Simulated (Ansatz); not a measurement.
Computed with Ansatz (a quantum-chemistry and plane-wave program) with frozen-core CCSD(T)/cc-pVTZ // r2SCAN-D4/def2-TZVP.

Ansatz 0.2 input:
```yaml
crystal:
  periodic: [false, false, false]
  atoms:
    - { symbol: F, position_ang: [1.638122, -0.148228, -0.127273] }
    - { symbol: Ge, position_ang: [-0.092079, 0.00833, 0.007155] }
    - { symbol: H, position_ang: [-0.452156, -0.443071, 1.424269] }
    - { symbol: H, position_ang: [-0.406513, 1.486064, -0.235872] }
    - { symbol: H, position_ang: [-0.687374, -0.903097, -1.068278] }
basis:
  gaussian: { orbitals: cc-pVTZ }
correlation:
  method: ccsd_t
```

Output:

```
Functional definition: HF
691 factors; integrals over basis functions are off by at most 9.0e-4 eV
mean field evaluation 1: about -59228.1434 eV, gradient 2.9e1 eV
mean field evaluation 2: about -59228.2039 eV, gradient 2.9e1 eV
mean field evaluation 4: about -59229.8374 eV, gradient 1.7e0 eV
mean field evaluation 8: about -59229.8542 eV, gradient 4.8e-2 eV
mean field evaluation 16: about -59229.2182 eV, gradient 2.1e1 eV
mean field -59229.85420053 eV, -2176.6569944322 hartree, gradient 2.3e-6 eV, S^2 0.000000; 0 other end points of the search recorded, 0 dependent functions left out
10 core orbitals not correlated
reference -59229.85420053 eV, -2176.6569944322 hartree; 12, 12 occupied and 93, 93 virtual orbitals, 691 factors
second order -12.60234653 eV of doubles, -0.00000000 eV of singles
cycle   1  -12.62516766 eV  change   -2.3e-2 eV  update   8.5e-2
cycle   2  -12.99502836 eV  change   -3.7e-1 eV  update   2.6e-2
cycle   3  -13.07357032 eV  change   -7.9e-2 eV  update   1.3e-2
cycle   4  -13.06379724 eV  change    9.8e-3 eV  update   2.6e-3
cycle   5  -13.06297236 eV  change    8.2e-4 eV  update   1.1e-3
cycle   6  -13.06345927 eV  change   -4.9e-4 eV  update   2.7e-4
cycle   7  -13.06332896 eV  change    1.3e-4 eV  update   1.0e-4
cycle   8  -13.06328582 eV  change    4.3e-5 eV  update   2.9e-5
cycle   9  -13.06330234 eV  change   -1.7e-5 eV  update   1.1e-5
perturbative correction -0.41141793 eV, -0.0151193299 hartree
Total energy: -59243.32892079 eV, -2177.1521812683 hartree
```

Cost: around 21 core-seconds (rough).
